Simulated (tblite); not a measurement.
A geometry optimisation, step by step.

C6H10BNS.
SMILES with atom numbers: `[CH3:1][C:2]#[C:3][CH2:4][S:5][BH2-:6][N+:7]#[C:8][CH3:9]` (hydrogens: H10, H11, H12 on C1; H13, H14 on C4; H15, H16 on B6; H17, H18, H19 on C9)
Bond orders are those of one Lewis drawing.

Computed with GFN2-xTB (tblite), gas phase: L-BFGS steps from a force-field or distance-geometry start until the largest atomic force falls under 0.01 eV/Å. 11 of its 137 geometries are shown.

Step 0: E = -687.3430 eV, largest atomic force 1.394 eV/Å
```
atom  x, y, z in Å  |  force x, y, z in eV/Å
C1     -4.582   -0.766   -0.806   -0.781   0.954   0.510
C2     -3.394    0.018   -0.459    0.953   0.190   0.341
C3     -2.408    0.652   -0.142   -0.951  -0.613  -0.647
C4     -1.250    1.452    0.229   -0.796   0.388  -0.424
S5      0.049    0.488    1.052    0.295   0.433   1.292
B6      0.875   -0.767   -0.068    0.448  -0.883   0.058
N7      2.355   -0.450   -0.119    0.941   0.207  -0.044
C8      3.492   -0.195   -0.134   -0.349  -0.314   0.034
C9      4.922    0.122   -0.143   -0.439   0.778   0.280
H10    -4.441   -1.322   -1.744   -0.076   0.217   0.437
H11    -4.891   -1.442    0.028    0.486   0.367  -0.668
H12    -5.433   -0.015   -0.912    0.846  -0.924  -0.145
H13    -0.782    1.964   -0.633   -0.418  -0.167   0.254
H14    -1.635    2.198    0.968    0.643  -0.388  -0.400
H15     0.485   -0.801   -1.164   -0.144   0.274  -0.488
H16     0.714   -1.841    0.475    0.496   0.347  -0.187
H17     5.016    1.228    0.095   -0.062  -1.133  -0.380
H18     5.491   -0.421    0.633   -0.551   0.097  -0.265
H19     5.407   -0.096   -1.116   -0.540   0.170   0.443
```

Step 14: E = -687.7333 eV, largest atomic force 0.160 eV/Å
```
atom  x, y, z in Å  |  force x, y, z in eV/Å
C1     -4.561   -0.730   -0.790   -0.095   0.022   0.025
C2     -3.363    0.002   -0.447    0.122  -0.056   0.049
C3     -2.368    0.603   -0.149    0.047   0.055  -0.085
C4     -1.228    1.411    0.202    0.105   0.001   0.081
S5      0.117    0.538    1.130    0.022  -0.050   0.088
B6      0.895   -0.777   -0.064   -0.092  -0.024  -0.003
N7      2.320   -0.430   -0.134   -0.148  -0.003  -0.028
C8      3.441   -0.178   -0.115    0.086   0.009  -0.011
C9      4.833    0.133   -0.123   -0.031   0.058   0.028
H10    -4.420   -1.293   -1.710    0.047  -0.036  -0.044
H11    -4.830   -1.417    0.010    0.059  -0.074   0.054
H12    -5.390   -0.037   -0.926   -0.028   0.070  -0.045
H13    -0.791    1.895   -0.677   -0.022  -0.112   0.052
H14    -1.544    2.170    0.924    0.037   0.054  -0.094
H15     0.454   -0.666   -1.155   -0.090  -0.037   0.009
H16     0.859   -1.861    0.433   -0.097   0.098  -0.081
H17     4.959    1.196    0.085    0.063   0.022  -0.016
H18     5.349   -0.445    0.643   -0.002  -0.020   0.024
H19     5.256   -0.103   -1.099    0.018   0.025  -0.001
```

Step 27: E = -687.7877 eV, largest atomic force 0.099 eV/Å
```
atom  x, y, z in Å  |  force x, y, z in eV/Å
C1     -4.497   -0.741   -0.774    0.058   0.025   0.010
C2     -3.279   -0.038   -0.416   -0.029  -0.012  -0.005
C3     -2.302    0.596   -0.128   -0.011   0.008  -0.035
C4     -1.142    1.383    0.211   -0.050  -0.019  -0.009
S5      0.109    0.486    1.223    0.028  -0.065  -0.058
B6      0.819   -0.755   -0.083   -0.029   0.070   0.064
N7      2.242   -0.397   -0.200    0.010   0.028   0.030
C8      3.359   -0.124   -0.138   -0.057  -0.028  -0.029
C9      4.760    0.156   -0.108   -0.011  -0.004  -0.009
H10    -4.356   -1.297   -1.704    0.002   0.026   0.085
H11    -4.778   -1.435    0.021    0.027   0.038  -0.063
H12    -5.302   -0.016   -0.914    0.032  -0.073   0.011
H13    -0.645    1.737   -0.693    0.011   0.039   0.005
H14    -1.450    2.230    0.826    0.045   0.060   0.019
H15     0.293   -0.588   -1.127    0.012  -0.027  -0.030
H16     0.792   -1.856    0.348   -0.010  -0.086  -0.001
H17     4.940    1.209    0.105   -0.057   0.014   0.010
H18     5.233   -0.449    0.666   -0.005   0.003  -0.009
H19     5.194   -0.092   -1.078    0.035   0.004   0.013
```

Step 41: E = -687.8103 eV, largest atomic force 0.164 eV/Å
```
atom  x, y, z in Å  |  force x, y, z in eV/Å
C1     -4.412   -0.743   -0.747   -0.007  -0.014  -0.041
C2     -3.238    0.030   -0.412    0.077   0.020   0.051
C3     -2.281    0.701   -0.143    0.042  -0.045  -0.080
C4     -1.087    1.428    0.200    0.015   0.051   0.044
S5      0.069    0.405    1.217   -0.024   0.084  -0.057
B6      0.757   -0.811   -0.106   -0.055  -0.141  -0.063
N7      2.177   -0.442   -0.215   -0.006  -0.040  -0.087
C8      3.295   -0.168   -0.178    0.013   0.033   0.003
C9      4.680    0.174   -0.102   -0.027   0.000   0.015
H10    -4.234   -1.304   -1.661    0.004  -0.061  -0.056
H11    -4.647   -1.440    0.056   -0.001  -0.003   0.034
H12    -5.261   -0.081   -0.904   -0.082   0.039   0.014
H13    -0.555    1.764   -0.695   -0.029  -0.039   0.079
H14    -1.343    2.287    0.823    0.062   0.022   0.022
H15     0.229   -0.648   -1.156    0.046   0.034   0.068
H16     0.738   -1.930    0.294   -0.008   0.037   0.027
H17     4.781    1.236    0.128    0.014  -0.012   0.013
H18     5.145   -0.414    0.692    0.018   0.044  -0.047
H19     5.178   -0.035   -1.052   -0.050  -0.009   0.062
```

Step 54: E = -687.8233 eV, largest atomic force 0.062 eV/Å
```
atom  x, y, z in Å  |  force x, y, z in eV/Å
C1     -4.343   -0.743   -0.735    0.000   0.019   0.000
C2     -3.181    0.063   -0.416   -0.032  -0.033  -0.012
C3     -2.230    0.750   -0.164    0.024  -0.027   0.001
C4     -1.025    1.454    0.198   -0.032   0.003  -0.005
S5      0.095    0.383    1.196    0.014  -0.011   0.007
B6      0.703   -0.870   -0.138    0.019   0.010   0.014
N7      2.126   -0.510   -0.277   -0.012  -0.010   0.005
C8      3.227   -0.184   -0.193   -0.021  -0.021  -0.015
C9      4.597    0.203   -0.084   -0.006   0.009   0.000
H10    -4.162   -1.321   -1.642    0.024   0.013   0.011
H11    -4.549   -1.434    0.084    0.022   0.035  -0.015
H12    -5.221   -0.114   -0.892    0.054   0.020   0.023
H13    -0.476    1.786   -0.685   -0.011  -0.003  -0.020
H14    -1.244    2.312    0.835   -0.045   0.011   0.013
H15     0.154   -0.688   -1.168   -0.017  -0.003  -0.021
H16     0.669   -1.978    0.279   -0.002  -0.027   0.018
H17     4.668    1.264    0.153   -0.018   0.015  -0.001
H18     5.069   -0.373    0.711    0.014  -0.007   0.015
H19     5.112    0.008   -1.024    0.027   0.008  -0.018
```

Step 68: E = -687.8278 eV, largest atomic force 0.030 eV/Å
```
atom  x, y, z in Å  |  force x, y, z in eV/Å
C1     -4.314   -0.737   -0.736    0.005  -0.009  -0.011
C2     -3.142    0.051   -0.424    0.013   0.026   0.007
C3     -2.194    0.741   -0.172   -0.008  -0.003  -0.011
C4     -1.005    1.463    0.199    0.006  -0.005   0.006
S5      0.131    0.395    1.186   -0.003   0.005   0.004
B6      0.687   -0.897   -0.137   -0.012  -0.001   0.002
N7      2.112   -0.557   -0.298    0.006  -0.002   0.008
C8      3.210   -0.219   -0.218    0.014  -0.001   0.001
C9      4.564    0.215   -0.086    0.004  -0.005  -0.008
H10    -4.146   -1.317   -1.643    0.006  -0.011  -0.015
H11    -4.522   -1.421    0.087   -0.012  -0.009   0.004
H12    -5.177   -0.089   -0.885   -0.013   0.015   0.002
H13    -0.462    1.820   -0.679   -0.006  -0.011   0.007
H14    -1.251    2.305    0.849    0.014  -0.004   0.001
H15     0.126   -0.723   -1.162   -0.016   0.004  -0.006
H16     0.637   -1.997    0.299    0.005  -0.006   0.018
H17     4.585    1.278    0.158    0.003  -0.007  -0.007
H18     5.044   -0.346    0.717   -0.006   0.011  -0.010
H19     5.106    0.045   -1.017   -0.001   0.013   0.007
```

Step 82: E = -687.8291 eV, largest atomic force 0.029 eV/Å
```
atom  x, y, z in Å  |  force x, y, z in eV/Å
C1     -4.305   -0.727   -0.751    0.003  -0.002  -0.002
C2     -3.136    0.060   -0.423   -0.015   0.003  -0.007
C3     -2.185    0.743   -0.162    0.007   0.003   0.000
C4     -0.990    1.455    0.208   -0.003   0.003   0.009
S5      0.138    0.388    1.202    0.017  -0.004   0.010
B6      0.680   -0.915   -0.111    0.002  -0.018  -0.015
N7      2.106   -0.575   -0.298   -0.024  -0.005   0.015
C8      3.203   -0.230   -0.234   -0.023  -0.001   0.012
C9      4.549    0.227   -0.103   -0.007   0.000   0.000
H10    -4.126   -1.301   -1.660   -0.005  -0.001   0.002
H11    -4.520   -1.417    0.066   -0.014   0.004  -0.014
H12    -5.170   -0.080   -0.905    0.021  -0.005   0.009
H13    -0.448    1.802   -0.674    0.010   0.003   0.015
H14    -1.225    2.301    0.857   -0.013   0.019  -0.012
H15     0.101   -0.748   -1.128    0.015  -0.022   0.008
H16     0.634   -2.010    0.341    0.020   0.015  -0.012
H17     4.547    1.289    0.145    0.009   0.010  -0.002
H18     5.038   -0.326    0.700    0.006  -0.002   0.007
H19     5.099    0.072   -1.031   -0.005   0.001  -0.022
```

Step 95: E = -687.8360 eV, largest atomic force 0.108 eV/Å
```
atom  x, y, z in Å  |  force x, y, z in eV/Å
C1     -4.262   -0.658   -0.845    0.038  -0.028  -0.015
C2     -3.093    0.083   -0.424    0.078   0.074  -0.013
C3     -2.138    0.744   -0.121   -0.015  -0.050  -0.066
C4     -0.926    1.417    0.268   -0.024   0.022  -0.021
S5      0.141    0.327    1.304   -0.001  -0.042   0.046
B6      0.663   -1.040    0.048    0.032  -0.017  -0.004
N7      2.058   -0.640   -0.235    0.017   0.000  -0.007
C8      3.138   -0.237   -0.243   -0.054  -0.005  -0.018
C9      4.457    0.306   -0.202    0.011  -0.054  -0.012
H10    -4.042   -1.192   -1.770    0.008  -0.039  -0.022
H11    -4.545   -1.380   -0.081   -0.002  -0.007   0.033
H12    -5.095    0.017   -1.024   -0.066   0.063   0.020
H13    -0.348    1.724   -0.608   -0.036  -0.010   0.041
H14    -1.144    2.287    0.891    0.017  -0.028  -0.014
H15     0.023   -0.988   -0.947    0.023   0.014   0.058
H16     0.713   -2.098    0.585   -0.023   0.047  -0.018
H17     4.402    1.365    0.045    0.015   0.051   0.030
H18     5.035   -0.215    0.562   -0.001   0.023   0.004
H19     4.954    0.188   -1.165   -0.019  -0.013  -0.022
```

Step 109: E = -687.8525 eV, largest atomic force 0.311 eV/Å
```
atom  x, y, z in Å  |  force x, y, z in eV/Å
C1     -4.160   -0.512   -1.039    0.016  -0.016  -0.030
C2     -2.963    0.121   -0.531    0.148   0.081   0.050
C3     -1.978    0.692   -0.148   -0.141  -0.075  -0.043
C4     -0.778    1.294    0.374   -0.030  -0.005   0.002
S5      0.100    0.173    1.551    0.028  -0.014   0.005
B6      0.660   -1.251    0.390    0.021   0.015  -0.016
N7      1.962   -0.739   -0.095   -0.230  -0.100   0.073
C8      2.976   -0.220   -0.251    0.275   0.139  -0.045
C9      4.228    0.454   -0.406   -0.045  -0.001   0.006
H10    -3.940   -1.020   -1.979   -0.024   0.020  -0.007
H11    -4.532   -1.246   -0.326    0.021   0.005   0.041
H12    -4.933    0.238   -1.208   -0.011  -0.007  -0.021
H13    -0.093    1.562   -0.435    0.026  -0.039   0.031
H14    -1.018    2.184    0.958    0.002   0.000   0.001
H15    -0.091   -1.382   -0.511    0.015   0.015  -0.071
H16     0.893   -2.229    1.014   -0.023   0.018   0.052
H17     4.113    1.507   -0.144   -0.022  -0.003  -0.007
H18     4.969    0.007    0.258   -0.024  -0.025  -0.012
H19     4.575    0.377   -1.436   -0.001  -0.008  -0.009
```

Step 122: E = -687.8583 eV, largest atomic force 0.036 eV/Å
```
atom  x, y, z in Å  |  force x, y, z in eV/Å
C1     -4.128   -0.479   -1.082   -0.007  -0.014   0.001
C2     -2.925    0.144   -0.575   -0.016  -0.010   0.005
C3     -1.941    0.689   -0.157    0.000   0.005   0.003
C4     -0.746    1.262    0.404    0.014   0.011  -0.006
S5      0.063    0.123    1.613    0.009   0.001  -0.034
B6      0.659   -1.292    0.456   -0.009   0.008   0.013
N7      1.942   -0.750   -0.034   -0.006  -0.025   0.025
C8      2.935   -0.206   -0.244    0.008   0.006  -0.002
C9      4.166    0.487   -0.456    0.005  -0.005   0.011
H10    -3.923   -0.991   -2.022    0.006   0.010  -0.009
H11    -4.495   -1.208   -0.358   -0.004   0.000   0.002
H12    -4.902    0.272   -1.247    0.016  -0.001  -0.003
H13    -0.019    1.501   -0.377   -0.001  -0.016   0.011
H14    -0.982    2.163    0.972    0.000   0.004   0.006
H15    -0.077   -1.453   -0.456    0.007   0.019   0.010
H16     0.906   -2.247    1.110   -0.002   0.000  -0.020
H17     4.047    1.538   -0.189   -0.011   0.013  -0.005
H18     4.936    0.046    0.179    0.008   0.001  -0.015
H19     4.473    0.411   -1.499   -0.017  -0.007   0.007
```

Step 136: E = -687.8614 eV, largest atomic force 0.009 eV/Å
```
atom  x, y, z in Å  |  force x, y, z in eV/Å
C1     -4.052   -0.420   -1.156    0.002   0.000  -0.001
C2     -2.849    0.157   -0.596    0.005   0.004   0.006
C3     -1.866    0.675   -0.144   -0.003  -0.004  -0.003
C4     -0.670    1.211    0.450   -0.001  -0.003   0.005
S5      0.056    0.068    1.706   -0.002   0.000   0.003
B6      0.656   -1.374    0.589    0.000  -0.001   0.002
N7      1.921   -0.823    0.066    0.000  -0.002   0.002
C8      2.862   -0.223   -0.220   -0.001  -0.003   0.000
C9      4.021    0.547   -0.539    0.000   0.003  -0.005
H10    -3.829   -0.910   -2.104    0.002   0.000  -0.003
H11    -4.463   -1.157   -0.467    0.001  -0.003   0.003
H12    -4.797    0.358   -1.326   -0.002  -0.002  -0.003
H13     0.093    1.403   -0.309    0.004   0.008  -0.002
H14    -0.887    2.133    0.993   -0.004  -0.001  -0.002
H15    -0.084   -1.564   -0.315   -0.004   0.005  -0.001
H16     0.918   -2.310    1.262   -0.004  -0.002   0.000
H17     3.852    1.591   -0.268    0.004   0.001   0.000
H18     4.875    0.168    0.021    0.005  -0.002   0.002
H19     4.234    0.481   -1.606   -0.001   0.000  -0.004
```

Q: Summarise the path.

A: The energy falls by 50.02 kJ/mol from step 0 to step 136; nine tenths of that is first reached at step 41. It rises by more than 0.2 meV at step 107. The largest force goes from 1.394 to 0.009 eV/Å. Among the bonds C1–H12 changes most, from 1.140 to 1.090 Å; the atoms move by 0.911 Å rms after alignment.

What follows is the cost of the whole relaxation. On one thread of an Arm Neoverse N1, no GPU (shared host), this took 1.9 s wall.
